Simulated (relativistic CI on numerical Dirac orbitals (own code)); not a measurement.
## Ligand-field terms of d8

Computed with a parametric ligand-field model of a d^n configuration (Racah B and C, spin-orbit zeta, crystal field), exact diagonalisation.

Field parameters in Wybourne normalisation: Oh B⁴₀ = 21Dq, B⁴₄ = √(5/14) B⁴₀; Td as Oh with Dq negative (B⁴₀ = 21Dq, B⁴₄ = √(5/14) B⁴₀). The field is a parameter set, without covalency.

**Question.** Lowest levels for B = 440, C = 1990, ζ = 370 cm⁻¹, Td, 10Dq = -8250 cm⁻¹?

**Answer.** A1 0 (S 1.00), T1 241 (S 1.00), E 687 (S 1.00), T2 721 (S 1.00), T2 7129 (S 0.32), E 7503 (S 0.05), T1 7903 (S 1.00), E 7935 (S 0.99), A2 8171 (S 1.00) cm⁻¹, with S from ⟨S²⟩ = S(S + 1). The ground level has 3.95 electrons in the cubic e pair.

**Question.** Lowest levels for B = 610, C = 2700, ζ = 870 cm⁻¹, Td, 10Dq = -2750 cm⁻¹?

**Answer.** A1 0 (S 1.00), T1 414 (S 1.00), E 1009 (S 1.00), T2 1570 (S 1.00), T2 3537 (S 0.98), T1 3655 (S 1.00), A2 4080 (S 1.00), E 4157 (S 0.99), T2 6668 (S 0.96) cm⁻¹, with S from ⟨S²⟩ = S(S + 1). The ground level has 3.86 electrons in the cubic e pair.

**Question.** Lowest levels for B = 460, C = 2130, ζ = 790 cm⁻¹, Td, 10Dq = -11050 cm⁻¹?

**Answer.** A1 0 (S 1.00), T1 503 (S 1.00), E 1358 (S 0.99), T2 1470 (S 0.99), T2 8018 (S 0.17), E 8412 (S 0.05), T1 11074 (S 1.00), E 11148 (S 1.00), A2 11642 (S 1.00) cm⁻¹, with S from ⟨S²⟩ = S(S + 1). The ground level has 3.96 electrons in the cubic e pair.

**Question.** Lowest levels for B = 870, C = 4250, ζ = 700 cm⁻¹, Td, 10Dq = -9000 cm⁻¹?

**Answer.** A1 0 (S 1.00), T1 453 (S 1.00), E 1292 (S 1.00), T2 1421 (S 1.00), T1 8763 (S 1.00), E 8857 (S 1.00), T2 8882 (S 0.99), A2 9243 (S 1.00), T2 15228 (S 0.10) cm⁻¹, with S from ⟨S²⟩ = S(S + 1). The ground level has 3.92 electrons in the cubic e pair.

**Question.** Lowest levels for B = 690, C = 3380, ζ = 290 cm⁻¹, Oh, 10Dq = 14100 cm⁻¹?

**Answer.** T2 0 (S 1.00), E 12024 (S 0.06), T1 14031 (S 1.00), E 14073 (S 0.98), T2 14184 (S 1.00), A2 14260 (S 1.00), A1 20249 (S 0.81), T1 20556 (S 1.00), T2 20691 (S 1.00) cm⁻¹, with S from ⟨S²⟩ = S(S + 1). The ground level has 2.00 electrons in the cubic e pair.
